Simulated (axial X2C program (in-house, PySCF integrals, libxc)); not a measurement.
**Cu₂: from Re and ωe to a spectrum**

A bond curve at the PBE0 level, with spin–orbit coupling, was computed with an in-house all-electron X2C program for linear molecules (integrals from PySCF) (basis Cu dyall-cv3z [9s9p6d3f2g] (cores contracted in-house)) for the state Ω = 0 (closed shell). Its fit gives Re = 2.2368 Å, ωe = 259.5 cm⁻¹, ωexe = 0.986 cm⁻¹ and αe = 6.120e-04 cm⁻¹; the masses are 62.9296 and 62.9296 u. Two-component means X2C with spin–orbit coupling and atomic mean-field Coulomb and Gaunt terms.

Task: Find the reduced mass, Be and the force constant.

Result: From the PBE0 values: μ = 31.4648 u. Be = 16.8576/(μ Re²) = 0.1071 cm⁻¹. k = 5.8918×10⁻⁷ μ ωe² = 1.25 mdyn/Å.

Task: A Morse curve ties αe to the other constants (Pekeris). How well does that hold?

Result: αe(Morse) = 6Be²/ωe × (√(ωexe/Be) − 1) = 5.394e-04 cm⁻¹; the PBE0 curve gives 6.120e-04 cm⁻¹, a ratio of 0.88.

Task: Estimate De from a Morse curve and compare with the computed well depth of 1.906 eV to Cu + Cu.

Result: De(Morse) = ωe²/(4ωexe) = 2.117 eV against 1.906 eV computed, a ratio of 1.11. For De the Morse form works well here.

Task: Where do the fundamental and the first overtone lie?

Result: ν(1←0) = ωe − 2ωexe = 257.5 cm⁻¹; ν(2←0) = 2ωe − 6ωexe = 513.1 cm⁻¹.

Task: Give B0 and the most populated J at 300 K (kT = 208.5 cm⁻¹).

Result: B0 = Be − αe/2 = 0.1068 cm⁻¹; J(max) ≈ √(kT/2B0) − 1/2 = 30.7, so J = 31, nuclear-spin weights apart.

One determinant describes the state; a PBE0 search over occupations chose it and may have missed a lower one. De is counted from the lowest determinant-based energies of the atoms at the same level, without counterpoise correction.
